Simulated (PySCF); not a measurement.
# What a mistake does to a calculation on BGeH5N

These are calculations, not measurements. The program is PySCF 2.14.0, an open-source quantum chemistry code, run on an isolated molecule that a program drew, which may never have been made. The molecule is BGeH5N (charge 0, doublet), drawn as the SMILES string `N[B][GeH3]`.

Each row is a Hartree-Fock (HF) and frozen-core CCSD(T) single point in the cc-pVDZ basis, meant for a local HF minimum. Run 1 is clean. Each other run has one planted mistake out of seven kinds, and not every kind appears here: one electron removed, one electron added, multiplicity raised by two, geometry at a saddle point, minimal basis STO-3G, one bond length entered in bohr, all coordinates scaled. The reference is restricted for singlets and unrestricted otherwise, and also for a bond in bohr. Adding or removing an electron swaps singlet and doublet. Electrons count all cores. HOMO and LUMO are orbital energies over both spins, the gradient is its largest component, and the lowest frequency (negative if imaginary) is given only where the gradient is small. Bond lengths are over the 7 bonds as drawn. T1 is the CCSD diagnostic: over 0.02 (restricted) or 0.045 (unrestricted) a single reference is doubtful. Germanium has the cc-pVDZ-PP basis, with a core potential (ECP10MDF) in place of its 10 inner electrons, and its 3s, 3p and 3d shells are frozen in CCSD(T).

Geometry of the clean run:
```xyz
8
BGeH5N, angstrom
N    -1.4836   -3.2065    0.8770
B    -1.7902   -2.2891    1.8585
Ge   -0.4992   -1.2401    3.1025
H    -2.1813   -3.6641    0.3244
H    -0.5486   -3.4828    0.6440
H    -0.6777    0.2714    2.9037
H     0.9902   -1.5649    2.8577
H    -0.8018   -1.5562    4.5737
```

```
run,electrons,basis functions,<S^2>,HOMO (eV),LUMO (eV),gradient (hartree/bohr),lowest frequency (cm^-1),mean bond (Å),longest bond (Å),T1,HF (hartree),CCSD(T) (hartree),mistake
1,49,76,0.760,-8.22,2.95,1.2e-05,100,1.4389,2.077,0.0155,-375.40015,-375.78824,no fault
2,48,76,0.000,-17.39,-5.72,6.0e-02,-,1.4389,2.077,0.0171,-375.14278,-375.52561,one electron removed
3,49,76,1.768,-8.06,0.55,1.9e-02,-,1.6340,2.901,0.0169,-375.28182,-375.64585,one bond length entered in bohr
4,49,76,0.761,-8.39,2.65,4.2e-02,-,1.5151,2.187,0.0174,-375.38251,-375.77762,?
```

**Which mistake was planted in run 4, and what did it cost?**

The mean and the longest bond both change by the same factor, 1.053, and the gradient is no longer small. So the mistake is: all coordinates scaled. Subtracting run 1 and multiplying by 627.51 kcal/mol a hartree, the energy moved by 11.1 kcal/mol in HF and 6.7 kcal/mol in CCSD(T).

